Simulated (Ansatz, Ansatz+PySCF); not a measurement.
```xyz
3

S     0.0000    0.0000   -0.1768
H     0.0000    1.6516    1.4146
H     0.0000   -1.6516    1.4146
```

Basis set: 6-31G (spherical functions). Correlated methods keep 5 orbitals frozen. Charge 0, multiplicity 1.

Computed with Ansatz (development build ahead of 0.2.0); each method stands on the lowest determinant of its kind that the runs found. Restricted open shells among the atoms or ions are ROHF, correlated in semicanonical orbitals with singles. Restricted functionals stand beside restricted open-shell atoms, which can lie above the unrestricted atoms usual in DFT and then raise those values.

The atomization energy at this shape (free ground-state atoms in the same class of orbitals less the molecule, no zero-point energy) of singlet H2S:

```
             method  atomization energy
PBE0 (unrestricted)        132.9 kJ/mol
  PBE0 (restricted)        103.3 kJ/mol
        RHF-CCSD(T)        149.1 kJ/mol
        UHF-CCSD(T)        133.7 kJ/mol
            RHF-MP2         13.0 kJ/mol
                RHF       -223.4 kJ/mol
                UHF         33.2 kJ/mol
```

Task: What does UHF-MP2 give?

Result: 50.1 kJ/mol. Caution: the shape is not the minimum. Caution for PBE0 (unrestricted), UHF-CCSD(T), UHF-MP2, UHF: the unrestricted determinant is a mixture of spin states. Caution for PBE0 (restricted), RHF-CCSD(T), RHF-MP2, RHF: an unrestricted determinant lies well below. Caution for RHF-CCSD(T), UHF-CCSD(T), UHF-MP2, RHF-MP2: large amplitudes, a single reference is doubtful. Caution for UHF-CCSD(T), UHF-MP2: a plain start can end on a higher determinant. Caution for UHF-CCSD(T): another reference gives a lower total; the program doubts this total. Caution for RHF: the molecule lies well above its atoms at this level.

This basis has no polarisation functions and is too small for such energies, which can lie far from measured ones in either direction.
